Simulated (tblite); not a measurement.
Species: C₄H₇FN₂.
Numbering: `[CH3:1][N:2]1[CH2:3][C@H:4]([F:5])[CH:6]=[N:7]1` (hydrogens: H8, H9, H10 on C1; H11, H12 on C3; H13 on C4; H14 on C6)

The geometry is computed with GFN2-xTB (gas phase).

Problem. Give the optimised bond lengths and angles.

Solution. 
```tsv
bond	length (bohr)	order
C1–N2	2.713	single
N2–C3	2.770	single
C3–C4	2.898	single
C4–F5	2.619	single
C4–C6	2.857	single
C6=N7	2.406	double
N2–N7	2.526	single
C1–H8	2.074	single
C1–H9, C1–H10	2.058	single
C3–H11	2.061	single
C3–H12	2.072	single
C4–H13	2.071	single
C6–H14	2.023	single
```

Bonds in one row agree within 0.02 bohr and their mean is given. Orders are formal, as drawn. A selection of angles:
```tsv
angle	degrees
N2–C1–H8	112.2
N2–C1–H9	107.8
N2–C1–H10	109.3
H8–C1–H9	109.0
C1–N2–C3	120.0
C1–N2–N7	118.2
C3–N2–N7	111.1
N2–C3–C4	103.2
N2–C3–H11	109.9
N2–C3–H12	111.1
C4–C3–H11	113.2
C4–C3–H12	110.1
H11–C3–H12	109.4
C3–C4–F5	111.7
C3–C4–C6	100.7
C3–C4–H13	114.0
F5–C4–C6	111.9
F5–C4–H13	105.4
C6–C4–H13	113.4
C4–C6–N7	112.7
C4–C6–H14	124.8
N7–C6–H14	122.5
N2–N7–C6	111.3
```

Dihedral angles: C1–N2–C3–C4 -154° (antiperiplanar); N2–C3–C4–F5 126° (anticlinal); C3–C4–C6–N7 -2° (synperiplanar); C4–C6–N7–N2 -4° (synperiplanar); C1–N2–N7–C6 154° (antiperiplanar).

N2 (nitrogen bonded to 2 C and N) has angles 120.0°, 118.2° and 111.1°, sum 349.4°, 0.27 Å off the plane of its three neighbours. The 3 C–N bonds span 1.273 Å (C6=N7, drawn double) to 1.466 Å (N2–C3, drawn single), a spread of 0.193 Å. The 5-membered ring N2–C3–C4–C6–N7 has internal angles of 100.7° to 112.7° (sum 539°, against 540° for a flat polygon); it is slightly puckered (a soft mode that the optimisation may not have finished), 0.04 Å rms from its mean plane, widest ring torsion 10°. The 2 C–C bonds span 1.512 Å (C4–C6, drawn single) to 1.533 Å (C3–C4, drawn single), a spread of 0.021 Å.

Point group: C1 (no symmetry element, even within 0.4 Å). Its GFN2-xTB frequencies are all real (lowest 94 cm⁻¹). 3 starts were optimised and ended at 0.00, 0.00 and 0.54 kcal/mol (GFN2-xTB); the lowest of these is shown.
